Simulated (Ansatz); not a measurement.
Input file for Ansatz (an electronic-structure program): R-PBE/def2-TZVPPD on C2H8O2 (a complex), monomers drawn apart or pushed together. Files ending in .json are basis or fitting sets from the Basis Set Exchange.

Ansatz 0.2 input:
```yaml
crystal:
  periodic: [false, false, false]
  atoms:
    - {symbol: O, position_ang: [-0.21921492, 0.30778628, 0.17249084]}
    - {symbol: H, position_ang: [0.30394542, 0.10224478, 0.96662942]}
    - {symbol: H, position_ang: [0.12508768, -0.26414696, -0.51973432]}
    - {symbol: C, position_ang: [-1.29750205, 0.46010674, 3.33008638]}
    - {symbol: C, position_ang: [-0.26321469, -0.64638753, 3.24859460]}
    - {symbol: O, position_ang: [0.91435609, -0.24926675, 2.52885910]}
    - {symbol: H, position_ang: [-2.18854673, 0.10791264, 3.85457804]}
    - {symbol: H, position_ang: [-1.58702512, 0.78686628, 2.33102890]}
    - {symbol: H, position_ang: [-0.90809319, 1.32088928, 3.88095607]}
    - {symbol: H, position_ang: [0.01869833, -0.99693700, 4.24705102]}
    - {symbol: H, position_ang: [-0.65552954, -1.49913734, 2.69479551]}
    - {symbol: H, position_ang: [1.29371156, 0.52454037, 2.96083606]}
basis:
  gaussian:
    orbitals: def2-TZVPPD.json
hamiltonian:
  xc: {name: PBE}
scf: {lower_state_search: off}
```

The head of its log:

```
WARN ansatz: RAYON_NUM_THREADS=1 ignored (pool sized by the plan → 1); use --threads N
Functional definition: PBE
these checks for a lower state are left out or cut short: stability, starts, cluster_reference, orbital_swaps, neighbouring_geometries, increment
integrals: 0.19 GiB planned
1188 factors; their error is unknown
mean field: 1.62 GiB planned
mean field evaluation 1: about -6278.1660 eV, gradient 9.2e1 eV
mean field evaluation 2: about -6224.2335 eV, gradient 1.8e2 eV
```

Task: Predict the final total energy.

Result: -231.3017 hartree.
